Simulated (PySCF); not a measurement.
Does the answer move with the share of exact exchange?

Compound: p-toluidine, C7H9N.
Bonds: C1–C2, C2–C3 (aromatic), C3–C4 (aromatic), C4–C5 (aromatic), C5–N6, C5–C7 (aromatic), C7–C8 (aromatic), C2–C8 (aromatic). Hydrogens: H9, H10, H11 on C1; H12 on C3; H13 on C4; H14, H15 on N6; H16 on C7; H17 on C8.

Torsions of this conformer, `[CH3:1][c:2]1[cH:3][cH:4][c:5]([NH2:6])[cH:7][cH:8]1`: H–N6–C5–C4 23°, H–N6–C5–C4 159°.

PySCF, def2-SVPD basis, density fitting, gas phase, PBE0-D3(BJ)/def2-SVP geometry; singlet excitations by full TDDFT with frozen cores, triplets by Tamm–Dancoff TDDFT and ionisation energies by ΔSCF, from the lowest of the holes tried. One functional is left out:

```tsv
functional	exact exchange (%)	HOMO energy (eV)	LUMO energy (eV)	lowest singlet excitation (eV)	lowest triplet excitation (eV)	dipole moment (D)	mean polarisability (au)	vertical ionisation energy (eV)
LDA	0	-4.92	-1.21	4.21	3.52	1.511	97.1	7.63
PBE	0	-4.75	-0.97	4.26	3.51	1.514	96.0	7.42
PBE0	25	-5.73	-0.09	4.65	3.75	1.439	92.9	7.52
BHandHLYP	50	-6.56	0.88	4.91	3.74	1.366	90.8	7.43
```

Question: Predict the row of B3LYP (20 % exact exchange) by straight lines through the other rows, and check it.

Answer: 
```csv
property,line,computed,computed − line,"PBE0 (25 %), for comparison"
HOMO energy (eV),-5.53,-5.54,-0.01,-5.73
LUMO energy (eV),-0.30,-0.29,+0.01,-0.09
lowest singlet excitation (eV),4.52,4.56,+0.04,4.65
lowest triplet excitation (eV),3.64,3.72,+0.08,3.75
dipole moment (D),1.454,1.432,-0.022,1.439
mean polarisability (au),94.1,93.8,-0.3,92.9
vertical ionisation energy (eV),7.50,7.52,+0.02,7.52
```

Question: Which of these properties follows the share of exact exchange most closely, and which least?

Answer: Most closely the dipole moment, least the vertical ionisation energy; the correlations over the tabulated rows are dipole moment -1.000, HOMO energy -0.996, LUMO energy 0.995, lowest singlet excitation 0.992, mean polarisability -0.979, lowest triplet excitation 0.891, vertical ionisation energy -0.428. The dipole moment moves by -0.0293 D for every 10 %. Functionals with the same share still differ in their other parts: at 0 % LDA and PBE differ by 0.003 D in it.
